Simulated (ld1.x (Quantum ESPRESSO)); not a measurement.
hydrogen PAW: all-electron and pseudo phase curves

ld1.x (Quantum ESPRESSO) 7.5 input, shortened:

```
&input
   title='H', zed=1., rel=1, dft='PBESOL', iswitch=3,
   config='1s1 2p-2'
 /
 &inputp
   pseudotype=3, lpaw=.true., tm=.true., lloc=-1, rcloc=0.90,
   nlcc=.false.,
   which_augfun='PSQ', rmatch_augfun_nc=.true.
 /
3
1S  1  0   1.00   0.00  0.95  1.05  0.0
1S  1  0   0.00   0.05  0.95  1.05  0.0
2P  2  1  -2.00   0.30  0.80  1.10  0.0
 &test
   configts(1)='1s1'
 /
```

The phase is arctan(r·u′/u) with u = r·R(r), unwrapped; energies in Ry, scanned from -2 to 5 Ry. A pole is an energy at which the radial function vanishes at the test radius. The pseudo phase is shifted by a multiple of π to meet the all-electron one at the reference energy, and phase errors are pseudo minus all-electron; the curves can meet again beyond the range given. Levels narrower than the energy grid can be missing from the lists of poles.

For each channel, where are the poles, and over which energies does the pseudopotential scatter like the atom?

```tsv
channel	radius (bohr)	reference energy (Ry)	poles, all-electron	poles, pseudo	unbroken range about the reference energy with phases within 0.05 rad	phase error 1 Ry above the reference energy (rad)
s	1.20	-0.47	3.20	3.20	the whole range	-0.000
p	1.20	0.30	none	none	the whole range	+0.000
```

Phases in the s channel:

| E (Ry) | all-electron | pseudo |
| --- | --- | --- |
| -2.00 | 0.775 | 0.775 |
| -1.52 | 0.604 | 0.604 |
| -1.04 | 0.341 | 0.341 |
| -0.56 | -0.042 | -0.042 |
| -0.08 | -0.487 | -0.487 |
| 0.40 | -0.855 | -0.855 |
| 0.88 | -1.104 | -1.104 |
| 1.36 | -1.268 | -1.268 |
| 1.84 | -1.381 | -1.381 |
| 2.32 | -1.463 | -1.463 |
| 2.80 | -1.527 | -1.527 |
| 3.28 | -1.579 | -1.579 |
| 3.76 | -1.623 | -1.623 |
| 4.24 | -1.662 | -1.662 |
| 4.72 | -1.698 | -1.698 |
